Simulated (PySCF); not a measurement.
A thermochemical cycle for Sn2

r²SCAN in PySCF with def2-SVP on every atom (core potentials on Sn), for the lowest determinant that a PBE0 search found; no spin–orbit coupling. Sn2, a triplet (π ↑↑), has De = 2.45 eV to neutral atoms, and Sn₂⁺, a quartet (σ ↑, π ↑↑), has De = 2.93 eV to Sn⁺ + Sn.

The adiabatic ionisation energy of Sn2, between the minima, is 6.93 eV.

Task: Which ionisation energy of the Sn atom does this level give?

Result: IE(Sn) = IE(molecule) + De(ion) − De(neutral) = 6.93 + 2.93 − 2.45 = 7.41 eV; the measured value is 7.344 eV (NIST ASD).

These are scalar-relativistic numbers at best; spin–orbit coupling would shift them, the dissociation energy most. States were picked by a PBE0 search and need not be the measured ground states.
